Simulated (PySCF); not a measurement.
# Assigning NMR signals

Atoms are numbered as in `[F:1]/[CH:2]=[CH:3]/[C@@H:4]1[CH2:5][BH:6][CH2:7][CH2:8][CH2:9]1`. Hydrogens are named by the atom that carries them. Ha(C5), Ha(C7), Ha(C8), Ha(C9) are cis to C3 on the ring; Hb(C5), Hb(C7), Hb(C8), Hb(C9) are trans to C3 on the ring.

- geometry: PBE0-D3(BJ)/def2-SVP
- shielding tensors at PBE0/pcSseg-1 (GIAO)
- run in PySCF 2.14
- in vacuum, a single conformation, relativity neglected

Referencing at the same level of theory: TMS for 13C (σref 184.41), 1H (σref 31.27).

(1) Assign these signals to the numbered atoms. 13C{1H} NMR (computed): δ 157.4, 125.7, 37.6, 34.1, 32.4, 30.3, 25.4.

(2) Assign these signals to the numbered atoms. 1H NMR (300 MHz, computed): δ 7.61 (br, 1H), 6.55 (m, 1H), 5.72 (m, 1H), 2.14 (m, 1H), 2.13 (m, 1H), 2.12 (m, 1H), 1.84 (m, 1H), 1.72 (m, 1H), 1.46 (m, 1H), 0.97 (m, 1H), 0.77 (m, 1H), 0.49 (m, 1H).

## Answers

(1) 
| δ (ppm) | atoms | environment | reason |
| --- | --- | --- | --- |
| 157.4 | C2 | alkene CH | as expected for a trigonal carbon in a double bond |
| 125.7 | C3 | alkene CH | – |
| 37.6 | C9 | sp3 CH2 in a ring | saturated and bonded to C and H only |
| 34.1 | C4 | allylic sp3 CH | a saturated carbon with 3 carbon neighbours and no heteroatom attached |
| 32.4 | C5 | sp3 CH2 bonded to B | – |
| 30.3 | C7 | sp3 CH2 bonded to B | – |
| 25.4 | C8 | sp3 CH2 in a ring | aliphatic region, no heteroatom directly attached |

C4 and C5 lie closer than the usual error of such a calculation, so a measured spectrum could show them in the other order.

(2) 
7.61 → H(B6), hydrogen on a boron bonded to 2 C, in a 6-membered ring
6.55 → H(C2), hydrogen on an alkene CH: attached to an sp2 carbon and in the plane of the double bond
5.72 → H(C3), hydrogen on an alkene CH
2.14 → H(C4), hydrogen on an allylic sp3 CH: allylic position
2.13 → Hb(C7), hydrogen on an sp3 CH2 bonded to B
2.12 → Hb(C5), hydrogen on an sp3 CH2 bonded to B
1.84 → Ha(C8), hydrogen on an sp3 CH2 in a ring
1.72 → Hb(C9), hydrogen on an sp3 CH2 in a ring
1.46 → Hb(C8), hydrogen on an sp3 CH2 in a ring
0.97 → Ha(C9), hydrogen on an sp3 CH2 in a ring
0.77 → Ha(C7), hydrogen on an sp3 CH2 bonded to B
0.49 → Ha(C5), hydrogen on an sp3 CH2 bonded to B

H(C4) and Hb(C7); Hb(C7) and Hb(C5); Ha(C8) and Hb(C9) lie closer than the usual error of such a calculation, so a measured spectrum could show them in the other order.

Hydrogens on boron are broadened and split by 11B (spin 3/2, 80 %) and 10B (spin 3). A carbon bonded to boron is broadened by the quadrupolar boron nucleus and is often missing from a measured spectrum. Splittings by 19F in the carbon and heteronuclear signals aren't shown, as no couplings were computed. Shifts are as computed. Against solution values, carbons near 30 ppm lie about +2 ppm off and those near 130 ppm about +5 ppm. Of 1309 compounds with measured shifts, 239 miss one by over three times the rms of a fit or turn the order of signals round; such compounds aren't used in these exercises. Multiplicities follow the n + 1 count of equivalent neighbours, as no J values were calculated; m marks all less simple cases, F and P coupling included.
